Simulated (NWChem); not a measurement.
System: H2TeSe; SMILES [SeH][TeH]

Program: NWChem. Structure relaxed at the PBE0/def2-SVP level. def2 effective core potentials on Te; no spin-orbit coupling.

**Question.** Predict the results for Hartree-Fock/def2-SVP (core potentials). Quantities: highest occupied level (eV); orbital gap (eV); dipole (D).

**Answer.** 
```
Property                     Value
---------------------------  -----
highest occupied level (eV)  -8.95
orbital gap (eV)             10.34
dipole (D)                    1.00
```
